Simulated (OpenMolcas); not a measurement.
Mo2+ among 6 point charges of -1.7 e arranged as a trigonal prism (D3h), with a polar angle of 53.5° against the regular 49.1°. The active orbitals were held to one l.

```json
{
  "Program": "OpenMolcas 26.06",
  "Method": "CASSCF",
  "Basis": "ANO-RCC-VDZP [6s5p3d1f]",
  "Scalar Hamiltonian": "DKH2, point nucleus",
  "Active space": "4 electrons in 5 orbitals (4d)",
  "State averaging": "2S+1 = 5 even, 5 roots; 2S+1 = 3 even, 45 roots; 2S+1 = 1 even, 50 roots",
  "Spin-orbit coupling": "RASSI with atomic mean-field integrals over the reference wave functions"
}
```

All point charges move together. At R = 2.1 Å the first state of the same spin is 6168 cm-1, and at R = 2.34 Å it is 4030 cm-1.

Task: A third run gives 7926 cm-1. What distance was it run at?

Result: With a power law R^-n the two known points give n = -ln(4030 / 6168) / ln(2.34 / 2.1) = 3.93. Then R = 2.1 × (6168 / 7926)^(1/3.93) = 1.970 Å. The run was at 1.97 Å, so the estimate is off by 0 Å.

An orbital doublet at a regular site is open to a Jahn-Teller distortion, which this geometry leaves out. Without dynamic correlation the repulsion within the d shell is too large (B by tens of per cent), so at a given field states of lower spin stand too high. Point charges give a weaker field than real ligands, and real ions of this kind are as a rule low spin; the high spin found here belongs to the model. This shell can be high or low spin here, a state of another spin lies low, and with metal d orbitals alone active their balance is uncertain, so the ground spin may be wrong (holds for R = 1.97; R = 2.1). This is an electrostatic model: the charges have no orbitals. An unlabelled pair can be two single states that coincide in this model. No measured value stands beside these numbers.
